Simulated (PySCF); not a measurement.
Task: What does the PBE0-D3(BJ)/def2-SVP structure of `F[SiH](F)[C@H]([SiH3])Cl` look like in three dimensions?

Result: 
```
atom  x, y, z in Å
F1     0.975    0.764   -1.032
Si2    1.455   -0.570   -0.257
F3     2.509   -1.311   -1.225
C4    -0.048   -1.640    0.004
Si5   -1.567   -0.750    0.720
Cl6    0.461   -2.942    1.150
H7     2.130   -0.193    1.000
H8    -0.326   -2.125   -0.946
H9    -2.601   -1.767    1.059
H10   -2.088    0.208   -0.298
H11   -1.152   -0.012    1.949
```

Orientation and origin are arbitrary. Atoms count from 1 in this order. Si5 (SiH3 silicon) is tetrahedral (angles from 108.7° to 110.6°). The 2 C–Si bonds span 1.864 Å (Si2–C4, drawn single) to 1.900 Å (C4–Si5, drawn single), a spread of 0.036 Å. Si2 (fluorine-bound silicon) is distorted tetrahedral (angles from 106.6° to 113.4°).

Bonds between heavy atoms (Å): F1–Si2 1.616, Si2–F3 1.612, Si2–C4 1.864, C4–Si5 1.900, C4–Cl6 1.807.

Theory: PBE0-D3(BJ)/def2-SVP geometry optimisation, gas phase (PySCF 2.14.0).

Point group: C1 (no symmetry element, even within 0.4 Å). No frequency check. The numbers are those of one conformer (F1–Si2–C4–Si5 -48°).

Time: 81 s; peak memory 0.52 GiB. Hardware: an Arm Neoverse V2 with one thread, shared host. That covers the optimisation of the geometry.
